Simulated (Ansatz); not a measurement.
A nudged elastic band was laid between two geometries of C₂H₄AlN (8 atoms, charge 0, multiplicity 1).

The calculation used RKS PBE0-D4/cc-pVDZ in Ansatz.

```
movable images  : 5
climbing image  : yes
spring          : 5.0 eV/Å²
optimiser       : quadratic models (default)
start path      : through a guess of the saddle point
force threshold : 0.05 eV/Å
iteration limit : 60
end points      : relaxed
```

Initial state:

```xyz
8
Properties=species:S:1:pos:R:3
C -0.221 2.089 0.374
C -0.082 0.794 0.142
N 0.045 -0.386 -0.069
Al 0.249 -2.141 -0.395
H -0.603 2.742 -0.410
H 0.048 2.498 1.346
H -0.155 -2.636 -1.844
H 0.810 -3.017 0.799
```

Final state:

```xyz
8
Properties=species:S:1:pos:R:3
C -0.221 2.088 0.375
C -0.079 0.795 0.139
N 0.051 -0.384 -0.077
Al 0.248 -2.141 -0.396
H 0.035 2.493 1.354
H -0.593 2.746 -0.409
H -0.149 -2.640 -1.846
H 0.800 -3.014 0.804
```

Question: What changes between the two ends?

Answer: No bond is made or broken.  The two ends are copies of one structure, up to a mirror image or an exchange of like atoms.

Question: Give the energies along the band, and the barrier.

Answer: The run converged. The highest image is number 3 of 0 to 6, 0.255 eV above the ends, which have the same energy within 2 meV. A vibrational analysis at the climbing image gives one clearly imaginary mode, 221i cm⁻¹: a first-order saddle point.

```csv
image,path coordinate (Å),energy (eV)
0,0.00,0.000
1,0.75,0.068
2,1.50,0.200
3,2.25,0.255
4,3.00,0.199
5,3.76,0.067
6,4.51,0.000
```

Question: What is the geometry of the highest image?

Answer: 
```xyz
8
Properties=species:S:1:pos:R:3:forces:R:3
C -0.243 1.981 0.245 0.00 0.00 0.00
C -0.074 0.687 0.450 0.00 0.01 -0.01
N 0.081 -0.495 0.701 0.00 -0.01 0.02
Al 0.267 -2.004 -0.330 0.00 0.00 -0.01
H -1.249 2.392 0.170 0.00 0.00 0.00
H 0.623 2.634 0.151 0.00 0.00 0.00
H 0.237 -1.894 -1.916 0.00 0.00 0.00
H 0.450 -3.358 0.473 0.00 0.00 0.00
```

Question: What are the harmonic wavenumbers there?

Answer: 221i, 82, 176, 438, 513, 543, 564, 621, 645, 771, 966, 1219, 1410, 1908, 1943, 2171, 3201, 3306 cm⁻¹.

Time of the run: 12 min on 1 thread of Arm Neoverse N1, with other jobs on the host, peak memory 0.17 GiB.
